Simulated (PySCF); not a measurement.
Compound: C8H14S.
Numbering: `[CH3:1][C:2](=[S:3])[CH2:4][C:5]([CH3:6])=[C:7]([CH3:8])[CH3:9]` (hydrogens: H10, H11, H12 on C1; H13, H14 on C4; H15, H16, H17 on C6; H18, H19, H20 on C8; H21, H22, H23 on C9)

Computed, not measured: PySCF, PBE0-D3(BJ)/def2-SVP geometry optimisation, gas phase.

Q: What internal coordinates does the optimisation give?

A: 
```csv
bond,length (Å)
C1–C2,1.496
C2=S3,1.629
C2–C4,1.509
C4–C5,1.515
C5–C6,1.506
C5=C7,1.350
C7–C8,1.508
C7–C9,1.500
"C1–H10, C1–H11, C1–H12",1.101
"C4–H13, C4–H14",1.100
"C6–H15, C6–H16, C6–H17",1.101
"C8–H18, C8–H19, C8–H20",1.101
"C9–H21, C9–H22, C9–H23",1.101
```

Bonds in one row agree within 0.01 Å and their mean is given. A selection of angles:
```csv
angle,degrees
C1–C2–S3,122.5
C1–C2–C4,115.5
S3–C2–C4,122.0
C2–C4–C5,110.6
C4–C5–C6,114.8
C4–C5–C7,124.0
C6–C5–C7,121.2
C5–C7–C8,120.0
C5–C7–C9,125.2
C8–C7–C9,114.8
```

Dihedral angles: C1–C2–C4–C5 -76° (synclinal); C2–C4–C5–C6 -74° (synclinal); C4–C5–C7–C8 179° (antiperiplanar). The mirror-image conformer, all signs reversed, is as good.

The 7 C–C bonds span 1.350 Å (C5=C7, drawn double) to 1.515 Å (C4–C5, drawn single), a spread of 0.165 Å. Of the pairs four or more bonds apart, H14···H23 is among the closest relative to their van der Waals radii: 1.93 Å, 81 % of the sum of Bondi's values.

Point group: C1 (no symmetry element, even within 0.4 Å). PBE0-D3(BJ)/def2-SVP frequencies: not computed here. One conformer, not necessarily the lowest.

Cost: about 4 min of CPU time on one thread; the machine was shared, so the figure is rough. That covers the optimisation of the geometry.
